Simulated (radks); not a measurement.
Values are calculated unless marked as measured or tabulated.
All-electron atom: the technetium ion Tc4+ in [Ar] 3d10 4s2 4p5 4d3 5p1 (not the ground configuration).

Level of theory: scalar-relativistic Kohn-Sham, AM05, spin-unpolarised, spherical densities, finite nucleus; Fermi nuclear charge, rms radius 4.4112 fm (a radial shooting solver on a logarithmic mesh with Libxc functionals).

Energy parts (eV):
| part | energy |
|---|---|
| total | -116346.716 |
| kinetic | 120113.175 |
| electron-nucleus | -278363.233 |
| Hartree | 45226.551 |
| exchange-correlation | -3323.209 |

Orbitals (lengths in bohr, moments of r in powers of bohr; r(90%) holds 90 % of the orbital's charge):
orbital  occ.  eigenvalue (eV)      <r^4>  r(90%)   <1/r>     <r^2>
1s          2        -20900.12  6.540e-06  0.0615   44.66  0.001589
2s          2        -3032.280   0.001201   0.231   10.08   0.02642
2p          6        -2721.265  0.0008593   0.212   9.789   0.02078
3s          2        -574.7948    0.06046   0.614   3.478    0.1979
3p          6        -472.6918    0.06607   0.629   3.313    0.2017
3d         10        -307.2212    0.06950   0.635   3.086    0.1904
4s          2        -126.7108      2.136    1.49   1.326     1.203
4p          5         -97.6836      3.123    1.64   1.201     1.433
4d          3         -55.1036      8.086    2.09  0.9511     2.213
5p          1         -33.2052      89.50    3.79  0.4920     7.956

The highest occupied level is 5p at -33.205 eV. Summed over all electrons, <r^2> = 27.86 bohr^2, which gives a Langevin (diamagnetic) susceptibility term of -22.1 x 10^-6 cm^3/mol. The density falls to 0.001 e/bohr^3 at r = 3.78 bohr. The electron density at the nucleus is 1.019e+05 e/bohr^3 (large components only).
